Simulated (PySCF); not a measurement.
**Correlation energy of Tc³⁺ (technetium, charge +3)**

[Kr] 4d4, high-spin 5D determinant. Calculation: PySCF 2.14, in aug-cc-pVTZ-PP with ECP28MDF; a scalar-relativistic core potential. Frozen: 4s2 4p6; 4 electrons correlated.

```tsv
level	correlation energy (mhartree)
CCSD	-40.75
(T)	-0.29
CCSD(T)	-41.04
```

Diagnostics: T1 = 0.00046, D1 = 0.0009, largest double amplitude 0.019.

Cost of the coupled-cluster step: of the order of 7 core-seconds, for 4 correlated electrons.
